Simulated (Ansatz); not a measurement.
## Energy profile

The step: CH₇NSn ([CH3][NH2][SnH2]) → CH₅NSn ([CH3][N][SnH2]) + H₂; bonds formed: H2–H5; dative contacts that become bonds: Sn1–N3; bonds broken: H2–N3, N3–H5 (atoms numbered as in the saddle structure below).

```tsv
atom	x (Å)	y (Å)	z (Å)
Sn1	-1.2027	-1.4234	0.4240
H2	1.3929	-0.2398	0.4365
N3	0.3822	-0.2508	-0.0471
C4	0.2459	0.8544	-0.9865
H5	1.5968	0.5624	1.0764
H6	-0.6465	-2.4853	1.6662
H7	-2.4399	-0.4492	1.1569
H8	1.1435	1.4741	-0.9512
H9	-0.6148	1.4945	-0.7735
H10	0.1427	0.4631	-2.0019
```

Electronic energies by CCSD(T) at an estimated basis limit (MP2 extrapolated from triple and quadruple zeta, plus CCSD(T) − MP2 in triple zeta), on PBE0-D4/def2-TZVP structures; CH$_{7}$NSn, closed shell; no counterpoise correction. Ansatz 0.2.0; basis: def2-TZVPP and def2-QZVPP; cores frozen in the correlated methods. Filled d shells of the heavier atoms are correlated. Core potentials replace the inner electrons of the atoms past krypton. The def2 sets are not built for correlating such inner shells, so the correlated values are less sure here. Extrapolation: Hartree–Fock as exp(−7.88 √X), correlation as X^−2.97.

Give the profile in kcal/mol, counted from the start structure. (To be estimated.)

By the calculation:
```tsv
point	kcal/mol
start structure	0.00
saddle	94.87
end structure	65.20
separated: CH$_{5}$NSn (linked as [CH3][N][SnH2]; Sn1, N3, C4, H6, H7, H8, H9, H10; singlet) + H$_{2}$ (H2, H5; singlet)	66.27
```

T1 diagnostic: at most 0.025. The restricted Hartree–Fock reference is unstable towards an unrestricted one at one or more of these structures. A large double-excitation amplitude points to some diradical character; no triplet was computed.

For scale, one of the runs: CCSD(T)/def2-TZVPP, 210 basis functions, launched by `ansatz run in.yaml --threads 4 --pin off --events-out ev --progress --plain --max-ram 9574MiB`. Hardware: 4 CPU threads of an Arm Neoverse V2, shared host. Wall time 66 s; peak host memory 3.2 GiB.
